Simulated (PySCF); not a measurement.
## Working out the ionisation energy of Pd

Pd [Kr] 4d10 (1S) → Pd⁺ [Kr] 4d9 (2D). All numbers are calculated (PySCF 2.14, a scalar-relativistic core potential, in def2-TZVPPD with the def2 core potential (28 electrons) (6s4p3d2f1g, 56 functions)). Frozen: nothing. Energies in hartree (1 hartree = 27.21139 eV):

| part | Pd (lower) | Pd⁺ (upper) |
| --- | --- | --- |
| UHF | -127.030194 | -126.801428 |
| MP2 opposite-spin | -0.427967 | -0.375344 |
| MP2 same-spin | -0.210219 | -0.177849 |

**Question.** What does Hartree-Fock give?

**Answer.** (-126.801428) − (-127.030194) = 0.228766 hartree = 6.225 eV.

**Question.** What do MP2 and SCS-MP2 (6/5 opposite-spin, 1/3 same-spin) give?

**Answer.** The opposite-spin parts differ by 1.432 eV and the same-spin parts by 0.881 eV. MP2: 6.225 + (1.432) + (0.881) = 8.538 eV. SCS-MP2: 6.225 + 1.2 × (1.432) + (0.881)/3 = 8.237 eV.

Measured between the centres of the two terms (NIST): 8.512 eV, so MP2 (valence and next inner shell) is off by 0.026 eV.

What remains against the reference includes basis incompleteness and correlation beyond second order.
